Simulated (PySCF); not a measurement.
## ECD: `F[C@@H]1CC[CH2][Ge@@H]([F])[CH2]1`, C5H10F2Ge

Geometry:
| atom | x (Å) | y (Å) | z (Å) |
| --- | --- | --- | --- |
| F1 | -0.002 | -1.189 | -1.699 |
| C2 | -0.423 | -1.403 | -0.387 |
| C3 | -1.445 | -0.323 | -0.023 |
| C4 | -1.041 | 1.087 | -0.458 |
| C5 | 0.177 | 1.636 | 0.283 |
| Ge6 | 1.685 | 0.359 | 0.107 |
| F7 | 2.826 | 0.639 | 1.433 |
| C8 | 0.828 | -1.393 | 0.476 |
| H9 | -0.900 | -2.393 | -0.390 |
| H10 | -1.599 | -0.355 | 1.058 |
| H11 | -2.392 | -0.569 | -0.509 |
| H12 | -0.840 | 1.076 | -1.531 |
| H13 | -1.892 | 1.753 | -0.291 |
| H14 | 0.424 | 2.629 | -0.091 |
| H15 | -0.047 | 1.733 | 1.349 |
| H16 | 2.612 | 0.439 | -1.085 |
| H17 | 1.460 | -2.241 | 0.218 |
| H18 | 0.560 | -1.478 | 1.528 |

Computed with PySCF, TDDFT CAM-B3LYP/def2-SVPD circular dichroism and optical rotation, one conformer, gas phase. Geometry: GFN2-xTB.

The calculation is non-relativistic, which matters for the atoms heavier than Zn. States above about 9.3 eV (minus the energy of the highest occupied orbital) lie near or above the ionisation threshold and depend on the basis.

**Question.** Assign R or S to each stereocentre.

**Answer.** C2 R, Ge6 R.

**Question.** Which excitations and rotatory strengths does the calculation give?

**Answer.** Rotatory strengths R in 10⁻⁴⁰ esu² cm², velocity form and length form (origin at the centre of mass); f in length form.
```tsv
state	E (eV)	λ (nm)	f	R (velocity)	R (length)	main
1	7.25	171	0.002	-9.1	-9.0	HOMO→LUMO 0.64, HOMO→LUMO+1 0.26
2	7.78	159	0.007	+12.3	+12.3	HOMO→LUMO+1 0.62, HOMO→LUMO 0.26
3	7.96	156	0.003	+11.2	+11.6	HOMO−1→LUMO 0.51, HOMO−1→LUMO+1 0.20
4	8.05	154	0.007	+5.9	+5.5	HOMO→LUMO+2 0.69, HOMO−1→LUMO+1 0.18
5	8.33	149	0.088	+21.5	+22.2	HOMO→LUMO+3 0.86
6	8.59	144	0.034	+5.7	+5.6	HOMO−1→LUMO+1 0.39, HOMO−1→LUMO 0.27
7	8.72	142	0.042	-22.5	-23.2	HOMO−1→LUMO+2 0.60
8	8.84	140	0.015	-14.4	-14.1	HOMO→LUMO+5 0.34, HOMO→LUMO+6 0.28
9	8.90	139	0.041	-43.7	-43.4	HOMO→LUMO+6 0.52, HOMO→LUMO+4 0.21
10	8.94	139	0.039	-13.3	-13.7	HOMO→LUMO+4 0.41, HOMO−2→LUMO 0.19
11	9.02	137	0.153	+7.9	+8.6	HOMO−1→LUMO+3 0.55, HOMO−2→LUMO 0.16
12	9.16	135	0.093	-5.4	-7.6	HOMO−2→LUMO 0.18, HOMO−3→LUMO 0.16
13	9.23	134	0.002	-3.9	-2.7	HOMO−3→LUMO 0.64
14	9.34	133	0.017	+0.5	+0.6	HOMO−4→LUMO 0.28, HOMO→LUMO+7 0.22
15	9.42	132	0.033	+28.0	+28.9	HOMO→LUMO+9 0.31, HOMO−1→LUMO+5 0.14
16	9.48	131	0.007	+6.9	+6.6	HOMO→LUMO+7 0.31, HOMO−4→LUMO 0.24
```

Among the states computed, the strongest CD band (largest |R|) is state 9. The largest dissymmetry factor in size, g = 4R/(D+G), with D and G the electric and magnetic dipole strengths, is -0.063 for state 1 (velocity form, f = 0.002), among bands with |R| over 0.5. The mirror image has the same energies and oscillator strengths and all R with the opposite sign.
